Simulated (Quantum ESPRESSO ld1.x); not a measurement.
Se IV, configuration [Ar] 3d8 4s2 4p3 (not the ground configuration).

All-electron calculation, scalar-relativistic Kohn-Sham, LDA (Slater exchange, Perdew-Zunger correlation), spin-polarised, spherical densities, point nucleus; open shells are filled with parallel spins first. Program: ld1.x of Quantum ESPRESSO 7.5.

Energy parts (eV):
total: -65851.38
kinetic: 67183.78
electron-nucleus: -156997.77
Hartree: 26201.48
exchange-correlation: -2238.87

Orbitals (lengths in bohr, moments of r in powers of bohr; <r^-3> diverges for s and p1/2):
orbital,occ.,eigenvalue (eV),<r^2>,<r^-3>,<r>,<1/r>
1s up,1,-12552.6,0.002623,-,0.04414,34.51
1s down,1,-12552.3,0.002623,-,0.04414,34.51
2s up,1,-1677.30,0.04542,-,0.1963,7.618
2s down,1,-1674.92,0.04536,-,0.1961,7.623
2p up,3,-1485.13,0.03594,1224,0.1713,7.467
2p down,3,-1483.17,0.03587,1225,0.1712,7.471
3s up,1,-277.615,0.3667,-,0.5650,2.535
3s down,1,-274.108,0.3677,-,0.5658,2.529
3p up,3,-217.199,0.3867,184.2,0.5751,2.396
3p down,3,-213.683,0.3879,183.0,0.5761,2.390
3d up,5,-117.470,0.4209,22.28,0.5863,2.142
3d down,3,-113.759,0.4234,22.16,0.5881,2.136
4s up,1,-57.9791,2.615,-,1.522,0.8811
4s down,1,-54.5357,2.664,-,1.534,0.8761
4p up,3,-43.4662,3.314,23.10,1.708,0.7750
4p down,0,-40.2140,3.447,22.38,1.738,0.7629

The highest occupied level is 4p up at -43.466 eV. Spin moment in Bohr magnetons: 5. The density falls to 0.001 e/bohr^3 at r = 3.31 bohr.

Run on one thread of a shared host, so times are rough (Intel(R) Xeon(R) Processor @ 2.60GHz): 0.81 s of CPU time, 0.85 s wall, 29 iterations on 2017 mesh points.
